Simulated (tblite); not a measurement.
C4H10AlGeN.
Numbering: `[CH3:1][C@@H:2]1[AlH2-:3][N+:4]#[C:5][CH2:6][GeH2:7]1` (hydrogens: H8, H9, H10 on C1; H11 on C2; H12, H13 on Al3; H14, H15 on C6; H16, H17 on Ge7)
Bond orders are those of one Lewis drawing.

Computed with GFN2-xTB (tblite), gas phase: L-BFGS steps from a force-field or distance-geometry start until the largest atomic force falls under 0.01 eV/Å.

Step 12: E = -531.7301 eV
```
atom  x, y, z in Å  |  force x, y, z in eV/Å
C1     -1.5510   -1.9909   -0.6966   -0.022   0.057   0.010
C2     -2.0867   -0.5473   -0.8064    0.038   0.035  -0.050
Al3    -1.1532    0.4262   -2.4051   -0.072  -0.152   0.046
N4     -0.9319    2.1909   -1.5761    0.031   0.014  -0.070
C5     -1.2102    2.3785   -0.4658    0.014   0.099  -0.068
C6     -1.6138    2.3253    0.8574   -0.022  -0.088   0.044
Ge7    -1.9860    0.2731    0.9998   -0.019  -0.131  -0.005
H8     -1.6625   -2.5057   -1.6520    0.014   0.057   0.038
H9     -0.4891   -1.9630   -0.4479   -0.024  -0.059  -0.051
H10    -2.0640   -2.5718    0.0744   -0.008  -0.043  -0.044
H11    -3.1677   -0.5852   -1.0372    0.059  -0.073   0.024
H12     0.2987   -0.1139   -2.6364   -0.094   0.092   0.014
H13    -2.1577    0.6635   -3.5840    0.100   0.033   0.104
H14    -0.8401    2.6177    1.5566    0.152   0.007   0.050
H15    -2.5099    2.9034    1.0499   -0.141   0.043  -0.063
H16    -3.1848    0.2270    1.9429   -0.020   0.081   0.009
H17    -0.8259   -0.2033    1.8556    0.013   0.027   0.013
```

Step 13: E = -531.7355 eV
```
atom  x, y, z in Å  |  force x, y, z in eV/Å
C1     -1.5509   -1.9951   -0.7002   -0.014   0.026   0.021
C2     -2.0880   -0.5521   -0.8030    0.051   0.033  -0.085
Al3    -1.1547    0.4281   -2.4013   -0.066  -0.167   0.050
N4     -0.9319    2.1875   -1.5808    0.055   0.049  -0.114
C5     -1.2088    2.3791   -0.4713   -0.037   0.089   0.074
C6     -1.6138    2.3280    0.8526   -0.014  -0.118   0.023
Ge7    -1.9883    0.2696    1.0045   -0.010  -0.065  -0.025
H8     -1.6613   -2.5113   -1.6553    0.006   0.090   0.018
H9     -0.4890   -1.9693   -0.4529   -0.019  -0.052  -0.037
H10    -2.0644   -2.5807    0.0664   -0.007  -0.042  -0.015
H11    -3.1675   -0.5916   -1.0384    0.045  -0.061   0.042
H12     0.2984   -0.1015   -2.6324   -0.076   0.069   0.012
H13    -2.1539    0.6749   -3.5788    0.073   0.022   0.085
H14    -0.8342    2.6114    1.5525    0.054   0.028   0.006
H15    -2.5169    2.9015    1.0415   -0.027   0.019  -0.050
H16    -3.1795    0.2443    1.9575   -0.043   0.066  -0.003
H17    -0.8311   -0.1985    1.8684    0.030   0.016   0.000
```

Step 14: E = -531.7390 eV
```
atom  x, y, z in Å  |  force x, y, z in eV/Å
C1     -1.5514   -1.9972   -0.7021    0.002  -0.011   0.019
C2     -2.0878   -0.5545   -0.8025    0.040   0.007  -0.061
Al3    -1.1570    0.4251   -2.3987   -0.042  -0.108   0.063
N4     -0.9310    2.1873   -1.5845    0.042   0.058  -0.072
C5     -1.2084    2.3809   -0.4750   -0.049   0.049   0.106
C6     -1.6141    2.3278    0.8502   -0.003  -0.100  -0.004
Ge7    -1.9902    0.2648    1.0069    0.002   0.022  -0.019
H8     -1.6603   -2.5130   -1.6568   -0.006   0.092  -0.016
H9     -0.4895   -1.9744   -0.4569    0.001  -0.041  -0.018
H10    -2.0645   -2.5874    0.0609   -0.012  -0.030   0.003
H11    -3.1664   -0.5968   -1.0381    0.019  -0.048   0.040
H12     0.2969   -0.0922   -2.6295   -0.049   0.040   0.007
H13    -2.1501    0.6828   -3.5737    0.039   0.012   0.056
H14    -0.8297    2.6082    1.5501   -0.034   0.027  -0.039
H15    -2.5215    2.9007    1.0353    0.066  -0.017  -0.037
H16    -3.1766    0.2569    1.9668   -0.053   0.047  -0.018
H17    -0.8341   -0.1948    1.8766    0.038   0.002  -0.009
```

Q: Estimate the geometry and energy of step 15. (The exact step hangs on the optimiser's Hessian estimate; all steps are aligned on step 14, rigid shifts and turns removed.)

A: E = -531.7409 eV, largest force 0.107 eV/Å
```
atom  x, y, z in Å  |  force x, y, z in eV/Å
C1     -1.5518   -1.9981   -0.7026    0.013  -0.031   0.011
C2     -2.0869   -0.5556   -0.8036    0.017  -0.020  -0.006
Al3    -1.1590    0.4211   -2.3966   -0.018  -0.033   0.063
N4     -0.9300    2.1890   -1.5863    0.015   0.053  -0.004
C5     -1.2087    2.3825   -0.4765   -0.029   0.006   0.055
C6     -1.6144    2.3255    0.8494    0.004  -0.061  -0.020
Ge7    -1.9912    0.2622    1.0076    0.010   0.067  -0.004
H8     -1.6599   -2.5118   -1.6578   -0.014   0.075  -0.041
H9     -0.4899   -1.9777   -0.4591    0.017  -0.033  -0.003
H10    -2.0647   -2.5912    0.0584   -0.014  -0.015   0.007
H11    -3.1653   -0.6002   -1.0370    0.001  -0.038   0.031
H12     0.2952   -0.0870   -2.6279   -0.026   0.019   0.005
H13    -2.1475    0.6868   -3.5701    0.015   0.005   0.036
H14    -0.8280    2.6074    1.5484   -0.072   0.017  -0.058
H15    -2.5226    2.9003    1.0317    0.097  -0.038  -0.025
H16    -3.1762    0.2639    1.9709   -0.049   0.033  -0.031
H17    -0.8349   -0.1929    1.8803    0.034  -0.005  -0.017
```

The energy changes by -0.0019 eV. The first-order estimate −F·Δx gives -0.0026 eV and the mean of the old and new forces, exact on a quadratic surface, -0.0019 eV. The step makes an angle of 61° with the force vector and moves no atom by more than 0.008 Å.

What follows is the cost of the whole relaxation. Hardware: one thread, Arm Neoverse N1 (aarch64), shared host with 64 logical CPUs at a one-minute load of 60. Cost: 0.73 s wall.
